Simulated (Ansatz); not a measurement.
`C[CH2][InH2]` + `O[SiH3]` → `[SiH3][O][InH2]` + `CC` at 298.15 K and 1 bar (ligand exchange at the In–C bond).

Gas-phase electronic energies from Ansatz, PBE0-D4/def2-TZVP geometries. CCSD(T)/CBS is the MP2 limit (def2-TZVPP, def2-QZVPP) plus CCSD(T) − MP2 in def2-TZVPP, frozen cores. This one scheme is used for every species. Elements past krypton have def2 core potentials. For In outer-core shells are correlated without core-valence functions, which leaves a few kJ/mol of doubt a bond.

| species | CCSD(T)/CBS energy (Eh) | H − E (kJ/mol) | S (J/(mol·K)) |
| --- | --- | --- | --- |
| `C[CH2][InH2]` | -270.09414 | 216.8 | 328.9 |
| `O[SiH3]` | -366.69042 | 113.6 | 257.8 |
| `[SiH3][O][InH2]` | -557.10255 | 126.5 | 345.2 |
| `CC` | -79.71954 | 207.7 | 227.7 |

H − E and S are ideal-gas, rigid-rotor, harmonic terms from PBE0-D4/def2-TZVP. 1 Eh = 2625.50 kJ/mol, R = 8.31446 J/(mol·K).

Problem. By hand: ΔE, ΔH, ΔS and ΔG.

Solution. ΔE = (-557.10255) + (-79.71954) − (-270.09414) − (-366.69042) = -0.03753 Eh = -98.5 kJ/mol. Δ(H − E) = 126.5 + 207.7 − 216.8 − 113.6 = 3.8, so ΔH = -94.7 kJ/mol. ΔS = 345.2 + 227.7 − 328.9 − 257.8 = -13.8 J/(mol·K). ΔG = -94.7 − 298.15 × (-13.8)/1000 = -90.6 kJ/mol.

Problem. By hand: the equilibrium constant, and the temperature at which ΔG would vanish if ΔH and ΔS stayed fixed.

Solution. log₁₀ K = −ΔG/(RT ln 10) = 15.9. ΔG = 0 at ΔH/ΔS = 6862 K, far beyond where these terms or the molecules hold.

The number of gas molecules stays the same, so ΔS is small and ΔH decides. A doubt of 5 kJ/mol in ΔE shifts log₁₀ K by 0.9 here. Modes under 60 cm⁻¹, often nearly free rotors, make the harmonic entropy too high. These are equilibria of isolated gas molecules and say nothing of rates. Largest T1 diagnostic: 0.015 (customary marks: 0.02 for closed shells, 0.045 for open ones).
